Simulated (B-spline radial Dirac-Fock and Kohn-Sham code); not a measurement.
# Mo²⁺: input and output of one calculation

ΔSCF core binding energies without Breit or QED terms, calculated with a radial finite-basis atomic code. Keys: rel is the Hamiltonian (dirac, or spin-free x2c and nr, where L3 and M5 stand for the whole 2p and 3d shells), method is hf or an exchange,correlation pair (spin-unpolarised, also for the hole states), nuc the nuclear model, radius_factor scales its radius, rmax is the box in bohr, h the logarithmic mesh step, order the B-spline order, points the quadrature points per cell, c_factor scales the speed of light, and damp, ndamp, maxit and tol steer the iteration. The run stops when the commutator error falls below 10·tol·max(1, Z/10), or the numerical noise floor, and the energy has settled to about 1e-8 Ha; the virial ratio is −V/T.

Input (task.json):

```json
{"items": [{"Z": 42, "q": 2, "cfg": [[1, 0, 2], [2, 0, 2], [2, 1, 6], [3, 0, 2], [3, 1, 6], [3, 2, 10], [4, 0, 2], [4, 1, 6], [4, 2, 4]], "A": 98, "rrms": 4.4091, "do": "settings", "holes": ["K", "L3", "M5"],
  "settings": [{"rel": "dirac", "method": "hf", "nuc": "fermi", "radius_factor": 1.0, "rmax": 45.0, "h": 0.9, "order": 8, "points": 10, "c_factor": 1.0, "maxit": 57, "damp": 0.5, "ndamp": 3, "tol": 1e-08}]}]}
```

Command: `python xray2_run.py task.json out`

Ground-state iterations:

```
iter   energy (Ha)        error
   1    -4018.35457340  3.24e+00
   2    -4024.31784207  7.77e-01
   3    -4025.81070378  1.68e-01
   4    -4025.93004823  4.91e-02
   5    -4025.94365151  2.27e-02
   6    -4025.94549808  4.25e-03
   7    -4025.94555478  4.75e-04
   8    -4025.94555540  5.19e-05
   9    -4025.94555541  1.16e-06
  10    -4025.94555541  7.61e-08
```

The ground state converged in 10 iterations, with total energy -4025.94556 Ha, virial ratio 1.94264 and highest orbital energy -29.82 eV. ΔSCF binding energies: K (1s) 20052.4 eV, L3 (2p3/2) 2567.5 eV, M5 (3d5/2) 288.4 eV.

Q: One setting is unsound. Which, and why?

A: h is too large to resolve the orbitals. With the default settings (Dirac Hartree-Fock): The ground state converged in 10 iterations, with total energy -4046.43191 Ha, virial ratio 1.96417 and highest orbital energy -26.12 eV. ΔSCF binding energies: K (1s) 20082.6 eV, L3 (2p3/2) 2554.0 eV, M5 (3d5/2) 255.9 eV.
